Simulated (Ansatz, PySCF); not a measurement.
Pair of molecules: NH3 (SMILES N) (first 4 atoms) with Si2H6 (SMILES [SiH3][SiH3]); geometry from B3LYP-D3(BJ)/def2-TZVP.
(charge 0, multiplicity 1):
```xyz
12

N     -0.4125     0.1890     0.9608
H     -0.3598    -0.6942     0.4668
H     -1.3615     0.5340     0.8745
H      0.1981     0.8436     0.4856
Si     0.2186    -1.1891     3.7163
Si     0.3356     1.1452     3.8724
H      0.5069    -1.8193     5.0337
H      1.2140    -1.7163     2.7526
H     -1.1348    -1.6337     3.3057
H      0.6695     1.5692     5.2595
H     -0.9617     1.7732     3.5239
H      1.3884     1.6922     2.9828
```

Basis-set superposition error: the interaction energy with monomers in their own basis, and in the dimer's basis (counterpoise).

Programs: Ansatz (Gaussian orbitals); PySCF for 6-31G* rows. 

```tsv
level	uncorrected (kcal/mol)	counterpoise (kcal/mol)	difference
HF/aug-cc-pV(D+d)Z	-1.72	-1.06	0.66
SVWN5/def2-TZVPPD	-6.99	-6.77	0.23
revPBE/def2-TZVPPD	-0.76	-0.56	0.20
B3LYP/6-31G*	-4.46	-2.16	2.29
PBE0/def2-TZVPPD	-3.24	-3.09	0.16
BHLYP/def2-TZVPPD	-2.69	-2.54	0.14
wB97M-V/def2-TZVPPD	-5.09	-4.89	0.20
MP2/6-31G*	-5.84	-2.77	3.07
CCSD/aug-cc-pV(D+d)Z	-4.66	-3.24	1.42
CCSD(T)/aug-cc-pV(D+d)Z	-5.15	-3.64	1.51
```

The error is largest for MP2/6-31G* (3.07 kcal/mol) and smallest for BHLYP/def2-TZVPPD (0.14 kcal/mol).

Ansatz is a first-principles code.
